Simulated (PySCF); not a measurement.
PySCF job for biphenyl (C₁₂H₁₀), SMILES c1ccc(-c2ccccc2)cc1, B3LYP-D3(BJ)/def2-SVP. The structure is a stationary point at B3LYP-D3(BJ)/def2-SVP. Other conformers were not sampled.

```python
import numpy as np
from pyscf import gto, scf, dft, df
from pyscf.hessian import thermo

mol = gto.M(
    atom='''
    C     3.56594089   -0.00000000   -0.00000000
    C     2.86119443   -0.38175774    1.14501093
    C     1.46560579   -0.38174791    1.14443407
    C     0.74225501    0.00000000    0.00000000
    C    -0.74225501   -0.00000001   -0.00000000
    C    -1.46560579    0.38174792    1.14443407
    C    -2.86119444    0.38175774    1.14501093
    C    -3.56594089   -0.00000000    0.00000000
    C    -2.86119444   -0.38175774   -1.14501093
    C    -1.46560579   -0.38174792   -1.14443406
    C     1.46560579    0.38174792   -1.14443407
    C     2.86119444    0.38175774   -1.14501093
    H     4.65849152   -0.00000000    0.00000000
    H     3.40184286   -0.69033259    2.04318683
    H     0.92580810   -0.70613105    2.03658546
    H    -0.92580811    0.70613106    2.03658545
    H    -3.40184286    0.69033259    2.04318683
    H    -4.65849152   -0.00000000   -0.00000000
    H    -3.40184287   -0.69033259   -2.04318684
    H    -0.92580810   -0.70613105   -2.03658546
    H     0.92580810    0.70613105   -2.03658546
    H     3.40184287    0.69033259   -2.04318684
    ''',
    basis='def2-SVP',
    charge=0,
    spin=0,
    max_memory=1600,
    verbose=3,
)
mf = dft.RKS(mol, xc='b3lyp').density_fit(auxbasis='def2-universal-jkfit')
mf.disp = 'd3bj'
mf.grids.level = 3
mf.conv_tol = 1e-11
mf.max_cycle = 100
mf.kernel()

# [left out here: the lines that compute and print the analytic Hessian (its translational invariance restored by hand, since the grid's response is missing), thermochemistry and intensities]
```

It prints:

```
converged SCF energy = -463.022546828709

WARN: DFTD3 does not support analytical Hessian, using finite difference


WARN: Mole.unit (angstrom) is changed to Bohr

Mode                                 0                   1                   2
Irrep
Freq [cm^-1]                       66.0208             94.6971            131.7006
Reduced mass [au]                   3.6753              4.3604              4.0301
Force const [Dyne/A]                0.0094              0.0230              0.0412
Char temp [K]                      94.9892            136.2481            189.4879
Normal mode                   x     y     z       x     y     z       x     y     z
       0   C                 0.01  0.00  0.00   -0.00  0.11  0.02   -0.00  0.03  0.08
       1   C                 0.00  0.09  0.03    0.02  0.05  0.01   -0.06  0.01  0.04
       2   C                 0.00  0.08  0.03    0.02 -0.06 -0.00   -0.05 -0.02 -0.05
       3   C                 0.00 -0.00 -0.00   -0.00 -0.10 -0.00   -0.00 -0.01 -0.08
       4   C                -0.00 -0.00 -0.00    0.00 -0.10  0.00    0.00  0.01 -0.08
       5   C                -0.00 -0.08  0.03    0.02 -0.06  0.00    0.05  0.02 -0.05
       6   C                -0.00 -0.09  0.03    0.02  0.05 -0.01    0.06 -0.01  0.04
       7   C                -0.01  0.00  0.00    0.00  0.11 -0.02    0.00 -0.03  0.08
       8   C                -0.00  0.09 -0.03   -0.02  0.05 -0.01   -0.06 -0.01  0.04
       9   C                -0.00  0.08 -0.03   -0.02 -0.06  0.00   -0.05  0.02 -0.05
      10   C                 0.00 -0.08 -0.03   -0.02 -0.06 -0.00    0.05 -0.02 -0.05
      11   C                 0.00 -0.09 -0.03   -0.02  0.05  0.01    0.06  0.01  0.04
      12   H                 0.00  0.00  0.00   -0.00  0.20  0.03   -0.00  0.06  0.15
      13   H                 0.00  0.16  0.05    0.04  0.09  0.01   -0.10  0.01  0.07
      14   H                 0.01  0.14  0.05    0.04 -0.09 -0.00   -0.10 -0.03 -0.08
[...]
      12   H                 0.05  0.00 -0.00   -0.05 -0.00  0.00    0.34  0.00 -0.00
      13   H                 0.07  0.02 -0.06   -0.07 -0.02  0.06   -0.18  0.10 -0.29
      14   H                -0.08  0.03 -0.07    0.08 -0.02  0.07   -0.10 -0.06  0.17
      15   H                 0.08 -0.03 -0.07    0.08 -0.02 -0.07   -0.10 -0.06 -0.17
      16   H                -0.07 -0.02 -0.06   -0.07 -0.02 -0.06   -0.18  0.10  0.29
      17   H                -0.05 -0.00  0.00   -0.05  0.00  0.00    0.34  0.00  0.00
      18   H                -0.07  0.02  0.06   -0.07  0.02  0.06   -0.18 -0.10 -0.29
      19   H                 0.08  0.03  0.07    0.08  0.02  0.07   -0.10  0.06  0.17
      20   H                -0.08 -0.03  0.07    0.08  0.02 -0.07   -0.10  0.06 -0.17
      21   H                 0.07 -0.02  0.06   -0.07  0.02 -0.06   -0.18 -0.10  0.29
Mode                                51                  52                  53
Irrep
Freq [cm^-1]                     3172.4722           3177.7396           3180.2790
Reduced mass [au]                   1.0856              1.0886              1.0891
Force const [Dyne/A]                6.4376              6.4766              6.4900
Char temp [K]                    4564.4811           4572.0598           4575.7134
Normal mode                   x     y     z       x     y     z       x     y     z
       0   C                -0.03 -0.00  0.00   -0.00  0.00 -0.00    0.00  0.00 -0.00
       1   C                 0.02 -0.01  0.03    0.01 -0.01  0.03    0.02 -0.01  0.03
       2   C                 0.01  0.00 -0.01    0.01  0.01 -0.02    0.01  0.01 -0.02
       3   C                 0.00 -0.00  0.00   -0.00 -0.00  0.00    0.00 -0.00  0.00
       4   C                -0.00 -0.00 -0.00   -0.00 -0.00 -0.00    0.00  0.00  0.00
       5   C                -0.01 -0.00 -0.01    0.01  0.01  0.02   -0.01 -0.01 -0.02
       6   C                -0.02  0.01  0.03    0.01 -0.01 -0.03   -0.02  0.01  0.03
       7   C                 0.03  0.00  0.00   -0.00  0.00  0.00    0.00 -0.00 -0.00
       8   C                -0.02 -0.01 -0.03   -0.01 -0.01 -0.03    0.02  0.01  0.03
       9   C                -0.01  0.00  0.01   -0.01  0.01  0.02    0.01 -0.01 -0.02
      10   C                 0.01 -0.00  0.01   -0.01  0.01 -0.02   -0.01  0.01 -0.02
      11   C                 0.02  0.01 -0.03   -0.01 -0.01  0.03   -0.02 -0.01  0.03
      12   H                 0.37  0.00 -0.00    0.00 -0.00  0.00   -0.00 -0.00  0.00
      13   H                -0.18  0.10 -0.30   -0.17  0.10 -0.29   -0.20  0.12 -0.34
      14   H                -0.08 -0.05  0.13   -0.16 -0.10  0.26   -0.12 -0.07  0.20
      15   H                 0.08  0.05  0.13   -0.16 -0.10 -0.26    0.12  0.07  0.20
      16   H                 0.18 -0.10 -0.30   -0.17  0.10  0.29    0.20 -0.12 -0.34
      17   H                -0.38 -0.00 -0.00    0.00 -0.00 -0.00   -0.00  0.00  0.00
      18   H                 0.18  0.10  0.30    0.17  0.10  0.29   -0.20 -0.12 -0.34
      19   H                 0.08 -0.05 -0.13    0.16 -0.10 -0.26   -0.12  0.07  0.20
      20   H                -0.08  0.05 -0.13    0.16 -0.10  0.26    0.12 -0.07  0.20
      21   H                -0.18 -0.10  0.30    0.17  0.10 -0.29    0.20  0.12 -0.34
Mode                                54                  55                  56
Irrep
Freq [cm^-1]                     3186.9664           3190.6744           3192.3919
Reduced mass [au]                   1.0923              1.0925              1.0964
Force const [Dyne/A]                6.5368              6.5532              6.5832
Char temp [K]                    4585.3350           4590.6701           4593.1411
Normal mode                   x     y     z       x     y     z       x     y     z
       0   C                -0.04 -0.00  0.00   -0.04 -0.00  0.00   -0.00  0.00 -0.00
       1   C                 0.00 -0.00  0.00   -0.00  0.00 -0.01    0.02 -0.01  0.02
       2   C                -0.02 -0.01  0.03   -0.01 -0.01  0.03   -0.02 -0.01  0.03
       3   C                -0.00 -0.00 -0.00   -0.00 -0.00 -0.00    0.00  0.00 -0.00
       4   C                -0.00  0.00  0.00    0.00  0.00  0.00   -0.00  0.00  0.00
       5   C                -0.02 -0.01 -0.03    0.01  0.01  0.03   -0.02 -0.01 -0.03
       6   C                 0.00 -0.00 -0.00    0.00 -0.00 -0.01    0.02 -0.01 -0.02
       7   C                -0.04 -0.00 -0.00    0.04  0.00  0.00   -0.00  0.00  0.00
       8   C                 0.00  0.00  0.00    0.00  0.00  0.01   -0.02 -0.01 -0.02
       9   C                -0.02  0.01  0.03    0.01 -0.01 -0.03    0.02 -0.01 -0.03
      10   C                -0.02  0.01 -0.03   -0.01  0.01 -0.03    0.02 -0.01  0.03
      11   C                 0.00  0.00 -0.00   -0.00 -0.00  0.01   -0.02 -0.01  0.02
      12   H                 0.41  0.00 -0.00    0.44 -0.00 -0.00    0.00 -0.00  0.00
      13   H                -0.01  0.01 -0.02    0.03 -0.02  0.06   -0.16  0.09 -0.26
      14   H                 0.19  0.11 -0.31    0.17  0.10 -0.29    0.18  0.10 -0.29
      15   H                 0.19  0.11  0.31   -0.17 -0.10 -0.29    0.18  0.10  0.29
      16   H                -0.01  0.01  0.02   -0.03  0.02  0.06   -0.16  0.09  0.26
      17   H                 0.41 -0.00  0.00   -0.44 -0.00 -0.00    0.00 -0.00 -0.00
      18   H                -0.01 -0.01 -0.02   -0.03 -0.02 -0.06    0.16  0.09  0.26
      19   H                 0.19 -0.11 -0.31   -0.17  0.10  0.29   -0.18  0.10  0.29
      20   H                 0.19 -0.11  0.31    0.17 -0.10  0.29   -0.18  0.10 -0.29
      21   H                -0.01 -0.01  0.02    0.03  0.02 -0.06    0.16  0.09 -0.26
Mode                                57                  58                  59
Irrep
Freq [cm^-1]                     3195.8694           3200.0132           3201.5721
Reduced mass [au]                   1.0947              1.1002              1.0996
Force const [Dyne/A]                6.5877              6.6377              6.6407
Char temp [K]                    4598.1446           4604.1065           4606.3495
Normal mode                   x     y     z       x     y     z       x     y     z
       0   C                -0.00  0.00 -0.00    0.04  0.00 -0.00    0.03  0.00 -0.00
       1   C                 0.01 -0.01  0.02    0.01 -0.01  0.02    0.01 -0.01  0.02
       2   C                -0.02 -0.01  0.03   -0.01 -0.01  0.01   -0.01 -0.01  0.02
       3   C                -0.00  0.00 -0.00   -0.00  0.00 -0.00   -0.00  0.00 -0.00
       4   C                 0.00 -0.00 -0.00   -0.00  0.00  0.00    0.00 -0.00 -0.00
       5   C                 0.02  0.01  0.03   -0.01 -0.01 -0.01    0.01  0.01  0.02
       6   C                -0.01  0.01  0.02    0.01 -0.01 -0.02   -0.01  0.01  0.02
       7   C                 0.00 -0.00 -0.00    0.04  0.00 -0.00   -0.03  0.00 -0.00
       8   C                 0.01  0.01  0.02    0.01  0.01  0.02   -0.01 -0.01 -0.02
       9   C                -0.02  0.01  0.03   -0.01  0.01  0.01    0.01 -0.01 -0.02
      10   C                 0.02 -0.01  0.03   -0.01  0.01 -0.01   -0.01  0.01 -0.02
      11   C                -0.01 -0.01  0.02    0.01  0.01 -0.02    0.01  0.01 -0.02
      12   H                 0.00 -0.00  0.00   -0.41 -0.00  0.00   -0.35 -0.00  0.00
      13   H                -0.12  0.07 -0.20   -0.15  0.09 -0.26   -0.15  0.08 -0.25
      14   H                 0.20  0.12 -0.33    0.10  0.06 -0.17    0.14  0.08 -0.23
      15   H                -0.20 -0.12 -0.33    0.10  0.06  0.17   -0.14 -0.08 -0.23
      16   H                 0.12 -0.07 -0.20   -0.15  0.09  0.26    0.15 -0.08 -0.25
      17   H                -0.00  0.00  0.00   -0.41 -0.00  0.00    0.35 -0.00  0.00
      18   H                -0.12 -0.07 -0.20   -0.15 -0.09 -0.26    0.15  0.08  0.25
      19   H                 0.20 -0.12 -0.33    0.10 -0.06 -0.17   -0.14  0.08  0.23
      20   H                -0.20  0.12 -0.33    0.10 -0.06  0.17    0.14 -0.08  0.23
      21   H                 0.12  0.07 -0.20   -0.15 -0.09  0.26   -0.15 -0.08  0.25
temperature 298.1500 [K]
pressure 101325.00 [Pa]
Rotational constants [GHz] 2.84875 0.54517 0.47296
Symmetry number 4
Zero-point energy (ZPE) 0.18183 [Eh]   477406.298 [J/mol]
                           tot       elec      trans        rot        vib
Entropy [J/mol/K]       379.154      0.000    171.582    115.918     91.654
Cv [J/mol/K]            151.060      0.000     12.472     12.472    126.117
Cp [J/mol/K]            159.375      0.000     20.786     12.472    126.117
Internal energy [J/mol]                      3718.434   3718.434 493164.121
Internal energy [Eh]   -462.83188  -463.02255
Enthalpy [J/mol]                             6197.391   3718.434 493164.121
Enthalpy [Eh]          -462.83093
Gibbs free energy [J/mol]                  -44959.869 -30842.647 465837.595
Gibbs free energy [Eh] -462.87399
mode   freq/cm-1   IR/(km/mol)
   1       66.02         0.000
   2       94.70         0.694
   3      131.70         0.088
   4      269.35         0.002
   5      317.95         0.000
   6      376.36         0.276
   7      419.13         0.319
   8      424.34         0.000
   9      501.40         5.371
  10      565.52         2.023
  11      624.56         7.457
  12      627.83         0.000
  13      640.63         0.014
  14      719.96         7.617
  15      724.13        53.670
  16      759.66         0.000
  17      763.63        47.193
  18      810.68         3.213
  19      863.30         0.000
  20      865.17         0.349
  21      936.84         2.359
  22      957.17         0.802
  23     1002.70         0.000
  24     1003.87         0.518
  25     1013.07         1.063
  26     1018.08         0.000
  27     1026.62         0.101
  28     1026.74         0.045
  29     1030.07         4.633
  30     1056.45         0.000
  31     1067.29         3.294
  32     1102.70         8.441
  33     1103.22         0.660
  34     1170.04         0.002
  35     1171.10         0.078
  36     1190.57         0.521
  37     1199.23         0.000
  38     1306.93         2.951
  39     1314.53         0.000
  40     1340.05         0.056
  41     1361.42         0.030
  42     1370.61         0.077
  43     1462.86         8.425
  44     1491.66         1.197
  45     1515.06        30.543
  46     1544.60         0.000
  47     1626.07         4.088
  48     1643.77         0.141
  49     1662.76         0.000
  50     1664.42        11.999
  51     3171.61         6.076
  52     3172.47         0.000
  53     3177.74         0.091
  54     3180.28         7.291
  55     3186.97        21.964
  56     3190.67         0.000
  57     3192.39         5.261
  58     3195.87        31.926
  59     3200.01        23.202
  60     3201.57         0.000
max |gradient| / (hartree/bohr): 1.8909777672938312e-05
APT charges: [-0.0655 -0.0034 -0.0832  0.0942  0.0942 -0.0832 -0.0034 -0.0655 -0.0034
 -0.0832 -0.0832 -0.0034  0.025   0.0193  0.0405  0.0405  0.0193  0.025
  0.0193  0.0405  0.0405  0.0193]
```

The calculation finished and met its thresholds.
